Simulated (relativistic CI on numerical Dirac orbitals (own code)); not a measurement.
Method of calculation: Dirac-Coulomb-Breit CI, orbitals from a KLI potential per configuration, model QED (radiative potential, 1s self-energy scaled to tabulated hydrogen-like ionisation energies), unscaled Slater integrals (own radial code, finite nucleus).

Configurations in the expansion (outside the closed core [Ne]): 3s2 3p6 3d10, 3s2 3p6 3d9 4s, 3s2 3p6 3d9 4p, 3s2 3p6 3d9 4d, 3s2 3p5 3d10 4s, 3s2 3p6 3d9 4f, 3s2 3p5 3d10 4p, 3s2 3p6 3d8 4s2, 3s2 3p5 3d10 4d, 3s2 3p6 3d8 4s 4p, 3s 3p6 3d10 4s, 3s2 3p6 3d9 5s, 3s2 3p5 3d10 4f, 3s2 3p6 3d8 4p2, 3s2 3p6 3d8 4s 4d, 3s2 3p6 3d9 5p, 3s 3p6 3d10 4p, 3s2 3p5 3d9 4s2, 3s2 3p6 3d9 5d, 3s2 3p6 3d8 4p 4d, 3s2 3p6 3d9 5f, 3s2 3p6 3d9 5g, 3s2 3p5 3d9 4s 4p, 3s 3p6 3d10 4d, 3s2 3p6 3d8 4d2, 3s2 3p5 3d9 4p2, 3s2 3p5 3d9 4s 4d, 3s 3p6 3d10 4f, 3s 3p6 3d9 4s2, 3s2 3p5 3d10 5s, 3s2 3p6 3d9 6s, 3s2 3p4 3d10 4s2, 3s2 3p6 3d9 6p, 3s2 3p5 3d9 4p 4d, 3s2 3p5 3d10 5p, 3s2 3p6 3d9 6d. Levels of other configurations are missing.

At this charge energies of transitions that change n are usually good to better than 1 %, and those within a shell (Δn = 0) to a few per cent.

Outline of the computed level scheme of Ir L. Lowest level of each configuration: 3s2 3p6 3d10 1S_0 at 0.00 eV; 3s2 3p6 3d9 4s 3D_3 at 1738.68 eV; 3s2 3p6 3d9 4p 3P°_2 at 1842.56 eV; 3s2 3p6 3d9 4d 3P_1 at 2122.42 eV; 3s2 3p5 3d10 4s 3P°_2 at 2227.62 eV; 3s2 3p6 3d9 4f 3P°_0 at 2312.34 eV.

Some strong electric-dipole decays among the lowest 45 levels: 3s2 3p5 3d10 4s 1P°_1 → 3s2 3p6 3d10 1S_0 (2.7e+13 s⁻¹); 3s2 3p6 3d9 4p 1P°_1 → 3s2 3p6 3d10 1S_0 (1.5e+13 s⁻¹); 3s2 3p6 3d9 4p 3D°_1 → 3s2 3p6 3d10 1S_0 (8.6e+12 s⁻¹); 3s2 3p5 3d10 4s 1P°_1 → 3s2 3p6 3d9 4s 1D_2 (2.3e+12 s⁻¹); 3s2 3p5 3d10 4s 3P°_2 → 3s2 3p6 3d9 4s 3D_3 (2.1e+12 s⁻¹); 3s2 3p6 3d9 4p 3P°_1 → 3s2 3p6 3d10 1S_0 (1.6e+12 s⁻¹); 3s2 3p6 3d9 4d 3G_3 → 3s2 3p6 3d9 4p 3F°_2 (1.0e+12 s⁻¹); 3s2 3p6 3d9 4d 3G_4 → 3s2 3p6 3d9 4p 3F°_3 (1.0e+12 s⁻¹).

LS names give the leading component of a level, which can be under half, so a name can repeat, a term be missing and a line seem to break the LS rules.
